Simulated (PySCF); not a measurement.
**Question.** What does the PBE0-D3(BJ)/def2-SVP structure of `CC(=O)/C(CC#N)=C(\C)[O-]` look like in three dimensions? (Charge -1.)

**Answer.** 
```xyz
18
C7H8NO2 angstrom
C     -0.9772   -1.0264   -0.3726
C      0.4950   -0.8041   -0.7219
O      1.0910   -1.7841   -1.2013
C      1.1388    0.4541   -0.5118
C      2.6000    0.4729   -0.8903
C      3.5042    0.1787    0.2222
N      4.2269   -0.0571    1.0989
C      0.6433    1.7070   -0.0364
C     -0.8210    1.9001    0.3595
O      1.3701    2.7102    0.0617
H     -1.1867   -0.8408    0.6916
H     -1.6520   -0.3817   -0.9558
H     -1.1984   -2.0767   -0.6041
H      2.8701    1.4743   -1.2623
H      2.7773   -0.2948   -1.6603
H     -1.5117    1.6997   -0.4737
H     -0.9264    2.9487    0.6681
H     -1.1187    1.2487    1.1948
```

Orientation and origin are arbitrary. Atoms count from 1 in this order. C2 (carbon bonded to 2 C and O) is planar (angles 122.3°, 121.9° and 115.8°, sum 360.0°, 0.00 Å off the plane of its three neighbours). Of the pairs four or more bonds apart, O3···H15 is among the closest relative to their van der Waals radii: 2.30 Å, 84 % of the sum of Bondi's values. The 6 C–C bonds span 1.429 Å (C4=C8, drawn double in one of several resonance forms) to 1.529 Å (C1–C2, drawn single), a spread of 0.100 Å. C4 (carbon bonded to 3 C) is planar (angles 131.7°, 114.2° and 114.1°, sum 360.0°, 0.01 Å off the plane of its three neighbours).

Bonds between heavy atoms (Å): C1–C2 1.529, C2=O3 1.243, C2–C4 1.429, C4–C5 1.510, C5–C6 1.463, C6≡N7 1.160, C4=C8 1.429, C8–C9 1.529, C8–O10 1.243.

Theory: PySCF 2.14.0, PBE0-D3(BJ)/def2-SVP geometry optimisation, gas phase.

Point group: near Cs, missed by 0.12 Å at most; the miss may be what the optimiser left on a soft mode. Not checked by PBE0-D3(BJ)/def2-SVP frequencies. Torsions: C1–C2–C4–C5 179°, C2–C4–C5–C6 -93°.

Hardware: one thread of an Arm Neoverse V1 (shared host). Cost: 2.6 min wall, 0.78 GiB resident at most. These figures are those of the optimisation.

One conformer stands for the species.
